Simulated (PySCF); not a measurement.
**Unknown compound**

Molecular formula: C₃H₁₁NP₂Si₂. Simulated spectra:

$^{1}$H NMR (400 MHz, computed): δ 6.55 (m, 1H), 5.60 (m, 1H), 5.18 (m, 1H), 5.03 (m, 6H), 3.84 (m, 2H).

$^{13}$C{$^{1}$H} NMR (computed): δ 149.8, 119.9, 37.9.

How the numbers were obtained: PBE0/pcSseg-1 with gauge-including orbitals, GFN2-xTB geometry, in PySCF (a single conformation, fast rotation and ring inversion assumed for equivalent nuclei, non-relativistic, no solvent).

Scale: TMS for $^{1}$H (31.72 ppm) and $^{13}$C (186.93 ppm) (reference shieldings calculated alike).

Problem. Propose a structure and justify it.

Solution. 
3 carbon signals for 3 carbons: no two carbons are equivalent. Carbon types of the structure: 1 × CH, 2 × CH2, leaving 6 H on heteroatoms. δC 149.8: alkene CH; an sp2 carbon of a C=C bond. δC 119.9: terminal =CH2 carbon; an sp2 carbon of a C=C bond. δC 37.9: allylic sp3 CH2 bonded to P. δH 6.55: hydrogen on an alkene CH; attached to an sp2 carbon and in the plane of the double bond. δH 5.60, 5.18: hydrogen on a terminal =CH2 carbon; attached to an sp2 carbon and in the plane of the double bond. δH 5.03: hydrogen on a silicon bonded to N. δH 3.84: hydrogen on an allylic sp3 CH2 bonded to P.

Structure: SMILES P(/CC=C)=P\N([SiH3])[SiH3].

The data come from this structure; uniqueness wasn't tested.

Splittings by $^{31}$P in the carbon and heteronuclear signals aren't shown, as no couplings were computed. Shifts are as computed. Against solution values, carbons near 30 ppm lie about +3 ppm off and those near 130 ppm about +5 ppm. Of 1211 compounds with measured shifts, 218 miss one by over three times the rms of a fit or turn the order of signals round; such compounds aren't used in these exercises. No couplings were computed; multiplicities are counted from neighbouring protons, with m where these are inequivalent, close in shift, in a saturated or five-membered ring or joined by F or P, and br s for small geminal =CH2 splittings.
